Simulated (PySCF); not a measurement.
# Ar⁺ (argon, charge +1): UHF calculation

Configuration: [Ne] 3s2 3p5, 2P determinant. Computed with PySCF 2.14 in def2-TZVP, with the non-relativistic Hamiltonian (point nucleus).

| Quantity | Value |
| --- | --- |
| Total energy | -526.267211 hartree |
| One-electron energy | -719.4175 hartree |
| Hartree (Coulomb) energy | 223.0048 hartree |
| Exchange energy | -29.8545 hartree |
| Kinetic energy | 526.24427 hartree |
| ⟨S²⟩ | 0.7589 |
| ⟨L²⟩ | 2.031 |
| Sum of ⟨r⟩ | 13.82 bohr |
| Sum of ⟨r²⟩ | 20.29 bohr² |
| Traceless quadrupole moment −½Σ⟨3z² − r²⟩ along its main axis | 1.16 e·bohr² |
| Density at the nucleus (Gaussians lack the cusp) | 3700 bohr⁻³ |
| Spin density at the nucleus | 0.238 bohr⁻³ |
| Langevin diamagnetic susceptibility | -16.1 ×10⁻⁶ cm³/mol |
| Time after the integrals | 0.11 s of wall time on 1 thread of Neoverse-V1 (shared host) |

| shell | electrons | mean orbital energy (hartree) | spread (hartree) | rms radius, mean of both spins (bohr) |
| --- | --- | --- | --- | --- |
| 1s α | 1 | -119.13952 | 0 | 0.0998 |
| 1s β | 1 | -119.12348 | 0 | 0.0998 |
| 2s α | 1 | -12.84368 | 0 | 0.448 |
| 2s β | 1 | -12.82957 | 0 | 0.448 |
| 2p α | 3 | -10.09733 | 0.03074 | 0.417 |
| 2p β | 3 | -10.07100 | 0.02505 | 0.417 |
| 3s α | 1 | -1.78484 | 0 | 1.49 |
| 3s β | 1 | -1.64470 | 0 | 1.49 |
| 3p α | 3 | -1.07161 | 0.09064 | 1.70 |
| 3p β | 2 | -1.01566 | 0 | 1.70 |
